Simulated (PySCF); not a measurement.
## The second ionisation energy along the second row

All values are computed (PySCF 2.14, energy differences of UHF-based or UKS calculations, no spin-orbit coupling). Values in eV. The last column holds reference values (NIST; (s) semi-empirical, (t) theoretical, else measured). Unmarked ones compare directly (S terms, centres of terms, or small fine structure); those marked * lie between the lowest fine-structure levels and include a spin-orbit shift.

```
                           element               configurations     UHF     LDA    PBE0  SCS-MP2 (valence)  CCSD(T) (valence)  CCSDT (valence)     reference
Li (aug-cc-pVDZ, non-relativistic)                    1s2 → 1s1  75.832     n/a     n/a             75.836             75.835           75.835    75.640 (t)
Be (aug-cc-pVDZ, non-relativistic)               [He] 2s1 → 1s2  18.091  18.174  18.401                n/a                n/a              n/a        18.211
 B (aug-cc-pVDZ, non-relativistic)          [He] 2s2 → [He] 2s1  23.492  24.581  24.615             24.559             25.089           25.089        25.155
 C (aug-cc-pVDZ, non-relativistic)      [He] 2s2 2p1 → [He] 2s2  24.180  24.784  24.867             24.190             24.070           24.076        24.378
 N (aug-cc-pVDZ, non-relativistic)  [He] 2s2 2p2 → [He] 2s2 2p1  29.225  30.087  29.959             29.358             29.303           29.305  29.601 (s) *
 O (aug-cc-pVDZ, non-relativistic)  [He] 2s2 2p3 → [He] 2s2 2p2  34.560  35.613  35.345             34.794             34.813           34.812      35.121 *
 F (aug-cc-pVDZ, non-relativistic)  [He] 2s2 2p4 → [He] 2s2 2p3  33.353  35.292  35.255             34.249             34.279           34.281        34.950
Ne (aug-cc-pVDZ, non-relativistic)  [He] 2s2 2p5 → [He] 2s2 2p4  39.321  41.516  41.077             40.480             40.499           40.500      40.963 *
```

| method | elements | mean error (eV) | mean absolute error (eV) | largest error (eV) |
| --- | --- | --- | --- | --- |
| UHF | 4 | -0.894 | 0.894 | -1.662 |
| LDA | 4 | 0.034 | 0.340 | -0.574 |
| PBE0 | 4 | 0.111 | 0.381 | -0.540 |
| SCS-MP2 (valence) | 3 | -0.495 | 0.495 | -0.701 |
| CCSD(T) (valence) | 3 | -0.349 | 0.349 | -0.671 |
| CCSDT (valence) | 3 | -0.345 | 0.345 | -0.669 |

Errors include the incompleteness of the basis and the frozen core.

"Valence" correlates the outer s and p shells and, in groups 3 to 12 and the f block, the outer d or f shell, open or full, or the next shell where the ion has no valence electron left; the wider scheme adds the next inner shell.
